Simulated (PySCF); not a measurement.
**Fe²⁺: excitation energy**

Fe²⁺ [Ar] 3d6 (5D) → Fe²⁺ [Ar] 3d5 4s1 (7S), as a difference of total energies. All numbers are calculated (PySCF 2.14, the non-relativistic Hamiltonian (point nucleus), in def2-TZVPPD (6s6p4d2f1g, 67 functions)). Correlated levels: valence: [Ar] frozen. The calculations carry no spin-orbit coupling.

| method | excitation energy (eV) |
| --- | --- |
| UHF | 2.871 |
| MP2 (valence) | 4.033 |
| SCS-MP2 (valence) | 4.465 |
| CCSD (valence) | 3.974 |
| CCSD(T) (valence) | 4.005 |

Question: How much does correlation contribute at CCSD(T) (valence)?

Answer: 4.005 − (2.871) = 1.134 eV, measured against UHF.

A first-order spin-orbit estimate (lowest level to lowest level, LS coupling) adds 0.054 eV.
